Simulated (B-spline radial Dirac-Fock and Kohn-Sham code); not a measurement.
## Te 3s: cross section and angular parameters

System: the Te atom, [Kr] 4d10 5s2 5p4; threshold 1006.0 eV (tabulated edge). The computed values come from a radial finite-basis atomic code: Dirac-Hartree-Slater photoionisation with a Latter tail; cross sections with all multipoles, angular parameters from the dipole term and its interference with E2.

The run's input, task.json:

```json
{"items": [{
  "Z": 52,
  "q": 0,
  "cfg": [[1, 0, 2], [2, 0, 2], [2, 1, 6], [3, 0, 2], [3, 1, 6], [3, 2, 10], [4, 0, 2], [4, 1, 6], [4, 2, 10], [5, 0, 2], [5, 1, 4]],
  "A": 130,
  "rrms": 4.7423,
  "do": "xps",
  "hv": [60, 65.4, 98.1, 99.7, 142.0, 160.0, 166.0, 216.0, 341.0, 400, 439.0, 498.0, 600, 831.0, 2480.0, 2984.4, 3310.0, 3610.0, 4870.0, 5060.0, 5800.0, 6000, 6380.0, 7450.0, 8020.0, 9251.7, 12000, 12700.0, 13100.0, 15000],
  "edges": {"K": 31814.0, "L1": 4939.0, "L2": 4612.0, "L3": 4341.0, "M1": 1006.0, "M2": 870.8, "M3": 820.8, "M4": 583.4, "M5": 573.0, "N1": 169.4, "N2": 103.3, "N3": 103.3}
}]}
```

Launch: `python xray2_run.py task.json out`

For linearly polarised light dσ/dΩ = σ/(4π) [1 + β P₂(cos θ) + (δ + γ cos²θ) sin θ cos φ], with θ from the polarisation vector and φ the angle between the beam and the projection of the electron momentum on the plane normal to the polarisation.

```csv
hν (eV),σ (kb),β,γ
2480,21.5,1.988,0.062
2984.4,15.6,1.989,-0.032
3310,?,?,?
3610,11.1,1.990,-0.093
4870,6.32,1.991,-0.104
5060,5.88,1.991,-0.097
5800,4.52,1.991,-0.059
6000,4.23,1.991,-0.046
6380,3.74,1.991,-0.017
7450,2.73,1.991,0.079
8020,2.35,1.991,0.135
9251.7,1.75,1.991,0.264
12000,1.01,1.991,0.565
12700,0.890,1.991,0.643
13100,0.832,1.990,0.688
15000,0.617,1.990,0.896
```

Q: Give the values at 3310 eV.

A: σ = 13.0 kb, β = 1.990, γ = -0.070. For an s subshell δ is negligible.
